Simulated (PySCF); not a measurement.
The vertical singlet excitations below were computed for one of the candidates. Computed with TDDFT CAM-B3LYP/def2-SVPD, vertical, gas phase, core orbitals frozen in the response (PySCF). Geometries: GFN2-xTB, one conformer each.

| state | E (eV) | f |
| --- | --- | --- |
| S1 | 5.07 | 0.0073 |
| S2 | 5.21 | 0.0005 |
| S3 | 6.22 | 0.096 |
| S4 | 6.39 | 0.539 |
| S5 | 6.78 | 0.031 |
| S6 | 7.05 | 0.072 |
| S7 | 7.38 | 0.0067 |
| S8 | 7.62 | 0.0036 |

Triplets computed (Tamm–Dancoff): 4.02, 4.14, 4.45 eV.

Question: Which structure fits?
A. `N=C1CCCCC1`
B. `C/C=N\N=C\C`
C. `C1C=CC=C1C#N`

Answer: B. Its S1 lies at 5.07 eV; the nearest of the others has S1 at 5.33 eV. S1 is HOMO→LUMO (57%), HOMO-1→LUMO+1 (22%). Löwdin shares by element: HOMO nitrogen 58%, carbon 27% or more (atoms not listed hold the other 16%); LUMO nitrogen 37%, carbon 35% or more (atoms not listed hold the other 28%). At the same level the other candidates give, for their lowest levels:
- `N=C1CCCCC1`: 5.33 eV (f 0.002); 7.03 eV (f 0.034); 7.83 eV (f 0.160); 7.93 eV (f 0.020); 7.94 eV (f 0.045); T1 4.59 eV; HOMO -8.49, LUMO 1.00 eV
- `N#CC1=CC=CC1`: 4.70 eV (f 0.218); 6.26 eV (f 0.000); 6.56 eV (f 0.002); 6.59 eV (f 0.002); 6.65 eV (f 0.017); T1 2.71 eV; HOMO -8.29, LUMO -0.82 eV

Conformer computed: `[CH3:1]/[CH:2]=[N:3]\[N:4]=[CH:5]\[CH3:6]`: C2–N3–N4–C5 -97°.
